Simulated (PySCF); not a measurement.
**Electron affinity of Sn by level of theory**

Sn⁻ [Kr] 4d10 5s2 5p3 (4S) → Sn [Kr] 4d10 5s2 5p2 (3P), as a difference of total energies. Calculation: PySCF 2.14, in aug-cc-pVTZ-PP with ECP28MDF; a scalar-relativistic core potential. Correlated levels: valence: 4s2 4p6 4d10 frozen. The calculations carry no spin-orbit coupling.

```
           method  electron affinity (eV)  difference from reference (eV)
              UHF                   0.958                          -0.154
    MP2 (valence)                   1.363                          +0.251
SCS-MP2 (valence)                   1.222                          +0.110
   CCSD (valence)                   1.348                          +0.236
CCSD(T) (valence)                   1.390                          +0.278
```

Reference: 1.112 eV (measured; photodetachment measurements, as compiled on the Wikipedia data page of electron affinities).

The reference lies between the lowest fine-structure levels, while these numbers refer to the centres of the terms.

Errors of the correlated levels include the incompleteness of this basis and the frozen core.
